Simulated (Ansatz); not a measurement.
`[BH2][AlH][AlH][CH3]` + `[NH2][AlH2]` → `[CH3][AlH][NH][AlH2]` + `[BH2][AlH2]` at 400 K and 1 bar (cleavage of the Al–Al bond).

Computed with Ansatz on PBE0-D4/def2-TZVP structures; ΔE is electronic, products minus reactants. CCSD(T)/CBS adds triple-zeta CCSD(T) − MP2 to the extrapolated MP2 energy (def2 sets, frozen cores). This one scheme is used for every species. Each species was taken in one conformer, which may not be the lowest.

```json
{"species": "`[BH2][AlH][AlH][CH3]`", "CCSD(T)/CBS energy (Eh)": "-551.02023", "H − E (kJ/mol)": "218.8", "S (J/(mol·K))": "429.3"}
{"species": "`[NH2][AlH2]`", "CCSD(T)/CBS energy (Eh)": "-299.14566", "H − E (kJ/mol)": "122.0", "S (J/(mol·K))": "272.0"}
{"species": "`[CH3][AlH][NH][AlH2]`", "CCSD(T)/CBS energy (Eh)": "-581.06085", "H − E (kJ/mol)": "225.4", "S (J/(mol·K))": "398.7"}
{"species": "`[BH2][AlH2]`", "CCSD(T)/CBS energy (Eh)": "-269.14094", "H − E (kJ/mol)": "105.2", "S (J/(mol·K))": "282.1"}
```

H − E and S are ideal-gas, rigid-rotor, harmonic terms from PBE0-D4/def2-TZVP, for one conformer and one mirror image of each species. 1 Eh = 2625.50 kJ/mol, R = 8.31446 J/(mol·K).

Question: By hand: ΔE, ΔH, ΔS and ΔG.

Answer: ΔE = (-581.06085) + (-269.14094) − (-551.02023) − (-299.14566) = -0.03590 Eh = -94.3 kJ/mol. Δ(H − E) = 225.4 + 105.2 − 218.8 − 122.0 = -10.2, so ΔH = -104.5 kJ/mol. ΔS = 398.7 + 282.1 − 429.3 − 272.0 = -20.5 J/(mol·K). ΔG = -104.5 − 400 × (-20.5)/1000 = -96.3 kJ/mol.

Question: By hand: the equilibrium constant, and the temperature at which ΔG would vanish if ΔH and ΔS stayed fixed.

Answer: log₁₀ K = −ΔG/(RT ln 10) = 12.6. ΔG = 0 at ΔH/ΔS = 5098 K, far beyond where these terms or the molecules hold.

ΔH outweighs TΔS. A doubt of 5 kJ/mol in ΔE shifts log₁₀ K by 0.7 here. Other conformers and mirror images would add mixing entropy, several J/(mol·K) or more a flexible species. Modes under 60 cm⁻¹, often nearly free rotors, make the harmonic entropy too high. These are equilibria of isolated gas molecules and say nothing of rates. Largest T1 diagnostic: 0.013 (customary marks: 0.02 for closed shells, 0.045 for open ones).
